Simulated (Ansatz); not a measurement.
`O[SiH]1C[Te]1`, relaxed with RKS PBE-D4/def2-SVP in the Gaussian-basis code of Ansatz from a rough embedded geometry. The force threshold is 0.03 eV/Å; the program also tests the step.

The species carries charge 0 and has multiplicity 1. Te: def2 effective core potential.

Start:

```xyz
8

O     0.764   -0.418   -1.600
Si   -0.426    0.090   -0.551
C     0.290    0.264    1.100
Te   -0.806   -1.480    1.400
H     0.300   -0.998   -2.301
H    -1.354    1.184   -0.934
H     1.377    0.182    1.179
H    -0.145    1.177    1.707
```

By how much does the energy fall, and how many steps does the optimiser take? (Best estimate.)

Ansatz gave: 56.35 kJ/mol, in 9 steps, 1 of them rejected.

Which bonds change most? (An estimate is asked.)

Ansatz gave: C3–Te4 from 2.081 to 2.292 Å; C3–H8 from 1.179 to 1.103 Å; Si2–Te4 from 2.533 to 2.469 Å; O1–H5 from 1.021 to 0.973 Å.

Give the relaxed structure. (Best estimate.)

Computed: 
```xyz
8

O     0.700   -0.382   -1.692
Si   -0.389    0.061   -0.500
C     0.361    0.397    1.151
Te   -0.970   -1.457    1.359
H     0.339   -0.943   -2.400
H    -1.461    0.966   -1.025
H     1.420    0.135    1.318
H    -0.001    1.222    1.788
```
